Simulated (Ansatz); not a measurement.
`BC(N)=[Se]`. Total charge 0; spin multiplicity 1.

```xyz
8

B    -1.0909   -0.5642   -0.4262
C     0.1807    0.2178   -0.0995
N     1.1343    0.3382    0.7829
Se   -0.1410    1.0934   -1.6503
H    -0.9862   -1.6321   -0.9555
H    -2.1202   -0.2196    0.0772
H     1.8743    1.0152    0.6695
H     1.1491   -0.2488    1.6020
```

List the harmonic frequencies (cm⁻¹, unscaled) at PBE0-D4/def2-TZVP in Ansatz. (Best estimate.)

Ansatz gave: 278, 314, 316, 554, 627, 643, 670, 842, 848, 926, 1163, 1228, 1566, 1669, 2567, 2651, 3556, 3678.

Is this a minimum?

Yes, all 18 modes are real.

Give the ideal-gas thermochemistry at 298.15 K and 1 bar (rigid rotor, harmonic oscillator; point group Cs, symmetry number 1).

Zero-point energy 144.1 kJ/mol; H(298) − E = 159.5 kJ/mol; entropy 302.6 J/(mol·K), of which translation 168.5, rotation 107.1, vibration 27.0; G(298) − E = 69.3 kJ/mol.
